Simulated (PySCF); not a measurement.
PySCF job for SnH3Cl, SMILES [Cl][SnH3], TDDFT-M06-2X/def2-TZVPD. Coordinates come from a B3LYP-D3(BJ)/def2-TZVP optimisation. The def2 effective core potentials stand for the cores of Sn; spin–orbit coupling is left out.

```python
import numpy as np
from pyscf import gto, scf, dft, tdscf

mol = gto.M(
    atom='''
    Sn   -0.00000000    0.00000000    0.55209768
    Cl    0.00000000   -0.00000000   -1.80426430
    H    -1.41876150   -0.81912233    1.02253630
    H     0.00000001    1.63824466    1.02253630
    H     1.41876150   -0.81912234    1.02253629
    ''',
    basis='def2-TZVPD',
    ecp={'Sn': 'def2-tzvp'},
    charge=0,
    spin=0,
    symmetry=True,
    max_memory=1600,
    verbose=4,
)
mf = dft.RKS(mol, xc='m06-2x').density_fit(auxbasis='def2-universal-jkfit')
mf.grids.level = 4
mf.conv_tol = 1e-9
mf.max_cycle = 100
mf.kernel()
mf.grids = dft.Grids(mol).set(level=2).build(with_non0tab=True)  # coarser grid for the response kernel
td = tdscf.TDDFT(mf)
td.singlet = True
td.nstates = 10
td.conv_tol = 1e-4
td.kernel(x0=td.get_init_guess(mf, 15))
td.analyze()
tt = tdscf.TDA(mf)
tt.singlet = False
tt.nstates = 4
tt.conv_tol = 1e-4
tt.kernel(x0=tt.get_init_guess(mf, 9))
tt.analyze(verbose=3)
```

Output:

```
PySCF version 2.14.0

[INPUT] verbose = 4
[INPUT] num. atoms = 5
[INPUT] num. electrons = 42
[INPUT] charge = 0
[INPUT] spin (= nelec alpha-beta = 2S) = 0
[INPUT] symmetry True subgroup None
[INPUT] Mole.unit = angstrom
[INPUT] Symbol           X                Y                Z      unit          X                Y                Z       unit  Magmom
[INPUT]  1 Sn     0.000000000000   0.000000000000   0.552097680000 AA    0.000000000000   0.000000000000   1.043313409208 Bohr   0.0
[INPUT]  2 Cl     0.000000000000   0.000000000000  -1.804264300000 AA    0.000000000000   0.000000000000  -3.409565383330 Bohr   0.0
[INPUT]  3 H     -1.418761500000  -0.819122330000   1.022536300000 AA   -2.681070671077  -1.547916866216   1.932313559426 Bohr   0.0
[INPUT]  4 H      0.000000010000   1.638244660000   1.022536300000 AA    0.000000018897   3.095833732431   1.932313559426 Bohr   0.0
[INPUT]  5 H      1.418761500000  -0.819122340000   1.022536290000 AA    2.681070671077  -1.547916885113   1.932313540529 Bohr   0.0

nuclear repulsion = 113.30122226089
point group symmetry = C3v, use subgroup Cs
symmetry origin: [ 2.69960873e-10 -2.69960873e-10 -5.66917847e-09]
symmetry axis x: [2.20041956e-09 1.00000000e+00 2.91870493e-11]
symmetry axis y: [-5.68530684e-11 -2.91870491e-11  1.00000000e+00]
symmetry axis z: [ 1.00000000e+00 -2.20041956e-09  5.68530683e-11]
num. orbitals of irrep A' = 84
num. orbitals of irrep A" = 45
number of shells = 49
number of NR pGTOs = 202
number of NR cGTOs = 129
basis = def2-TZVPD
ecp = {'Sn': 'def2-tzvp'}


[settings echo left out]
init E= -639.087194630099
HOMO (A") = -0.672156040065861  LUMO (A') = -0.471307593537254  gap/eV = 5.46536
cycle= 1 E= -675.289843423877  delta_E= -36.2  |g|= 2.32  |ddm|= 31.9
HOMO (A") = -0.231843151712121  LUMO (A') = 0.0156357324137797  gap/eV = 6.73424
cycle= 2 E= -675.501706767138  delta_E= -0.212  |g|= 2.31  |ddm|= 5.97
HOMO (A') = -0.349667255780272  LUMO (A') = -0.0031416810497287  gap/eV = 9.42944
cycle= 3 E= -676.244562733898  delta_E= -0.743  |g|= 0.0786  |ddm|= 1.95
HOMO (A') = -0.368575628364808  LUMO (A') = -0.014399262957022  gap/eV = 9.63763
cycle= 4 E= -676.245911692905  delta_E= -0.00135  |g|= 0.0366  |ddm|= 0.146
HOMO (A') = -0.364213990879276  LUMO (A') = -0.0132246676339816  gap/eV = 9.55091
cycle= 5 E= -676.246127674488  delta_E= -0.000216  |g|= 0.00776  |ddm|= 0.0356
HOMO (A') = -0.364538695399089  LUMO (A') = -0.0126403553624483  gap/eV = 9.57564
cycle= 6 E= -676.246145451492  delta_E= -1.78e-05  |g|= 0.00153  |ddm|= 0.0134
HOMO (A') = -0.364272114509582  LUMO (A') = -0.0127628760285835  gap/eV = 9.56505
cycle= 7 E= -676.246146255016  delta_E= -8.04e-07  |g|= 0.000486  |ddm|= 0.00199
HOMO (A') = -0.364330776413023  LUMO (A') = -0.0127821641403852  gap/eV = 9.56612
cycle= 8 E= -676.246146312101  delta_E= -5.71e-08  |g|= 9.85e-05  |ddm|= 0.000556
HOMO (A') = -0.364317473024282  LUMO (A') = -0.0127757605051017  gap/eV = 9.56594
cycle= 9 E= -676.246146315814  delta_E= -3.71e-09  |g|= 2.94e-05  |ddm|= 0.000155
HOMO (A') = -0.364319245542713  LUMO (A') = -0.0127777259068259  gap/eV = 9.56593
cycle= 10 E= -676.246146316128  delta_E= -3.14e-10  |g|= 5.65e-06  |ddm|= 5.08e-05
HOMO (A') = -0.364318188168901  LUMO (A') = -0.0127774753920649  gap/eV = 9.56591
Extra cycle  E= -676.246146316139  delta_E= -1.09e-11  |g|= 2.79e-06  |ddm|= 9.82e-06
converged SCF energy = -676.246146316139
tot grids = 41912


******** <class 'pyscf.tdscf.rks.TDDFT'> for <class 'pyscf.df.df_jk.DFSymAdaptedRKS'> ********
nstates = 10 singlet
deg_eia_thresh = 1.000e-03
wfnsym = None
conv_tol = 0.0001
eigh lindep = 1e-12
eigh level_shift = 0
eigh max_cycle = 100


Excitation energies (eV)
[6.43723346 6.43732149 7.60854655 7.60872329 7.89647377 7.8970502
 8.04659349 8.17431898 8.33538084 8.33659171]

** Singlet excitation energies and oscillator strengths **
Excited State   1:   A"      6.43723 eV    192.60 nm  f=0.0182
      20 -> 22       -0.67279
      20 -> 31       -0.15592
Excited State   2:   A'      6.43732 eV    192.60 nm  f=0.0182
      21 -> 22       -0.67282
      21 -> 31       -0.15589
Excited State   3:   A'      7.60855 eV    162.95 nm  f=0.0268
      18 -> 22        0.15415
      21 -> 23        0.65672
      21 -> 26        0.11540
Excited State   4:   A"      7.60872 eV    162.95 nm  f=0.0268
      17 -> 22        0.15367
      20 -> 23        0.65689
      20 -> 26        0.11524
Excited State   5:   A'      7.89647 eV    157.01 nm  f=0.0006
      18 -> 22       -0.63451
      21 -> 23        0.20002
      21 -> 26       -0.16530
Excited State   6:   A"      7.89705 eV    157.00 nm  f=0.0005
      17 -> 22       -0.63465
      20 -> 23        0.19948
      20 -> 26       -0.16534
Excited State   7:   A"      8.04659 eV    154.08 nm  f=0.0000
      17 -> 24       -0.11161
      18 -> 25        0.11128
      20 -> 24        0.46503
      21 -> 25       -0.46436
Excited State   8:   A'      8.17432 eV    151.68 nm  f=0.2141
      19 -> 22       -0.51779
      19 -> 31       -0.10215
      20 -> 25       -0.29067
      21 -> 24       -0.29199
Excited State   9:  ???      8.33538 eV    148.74 nm  f=0.0135
      20 -> 25        0.46257
      21 -> 24       -0.46196
Excited State  10:  ???      8.33659 eV    148.72 nm  f=0.0135
      20 -> 24        0.46230
      21 -> 25        0.46258

** Transition electric dipole moments (AU) **
state          X           Y           Z        Dip. S.      Osc.
  1         0.3395      0.0000     -0.0000      0.1152      0.0182
  2         0.0000      0.3396     -0.0001      0.1153      0.0182
  3        -0.0000     -0.3794      0.0002      0.1439      0.0268
  4        -0.3791     -0.0000      0.0000      0.1437      0.0268
  5        -0.0000     -0.0536     -0.0000      0.0029      0.0006
  6        -0.0531     -0.0000     -0.0000      0.0028      0.0005
  7        -0.0002      0.0000      0.0000      0.0000      0.0000
  8         0.0000     -0.0009      1.0340      1.0691      0.2141
  9        -0.0000     -0.2567     -0.0014      0.0659      0.0135
 10        -0.2567      0.0000     -0.0000      0.0659      0.0135

WARN: ECP detected. Skipping calculation of transition velocity and magnetic dipole moments, which have not yet been implemented.



******** <class 'pyscf.tdscf.rks.TDA'> for <class 'pyscf.df.df_jk.DFSymAdaptedRKS'> ********
nstates = 4 triplet
deg_eia_thresh = 1.000e-03
wfnsym = None
conv_tol = 0.0001
eigh lindep = 1e-12
eigh level_shift = 0
eigh max_cycle = 100


Excitation energies (eV)
[6.11484669 6.11498578 6.97064325 6.9709218 ]

** Triplet excitation energies and oscillator strengths **
Excited State   1:   A"      6.11485 eV    202.76 nm  f=0.0000
Excited State   2:   A'      6.11499 eV    202.75 nm  f=0.0000
Excited State   3:   A'      6.97064 eV    177.87 nm  f=0.0000
Excited State   4:   A"      6.97092 eV    177.86 nm  f=0.0000
```

Self-consistency was reached.

Cost: very roughly 6 core-minutes.
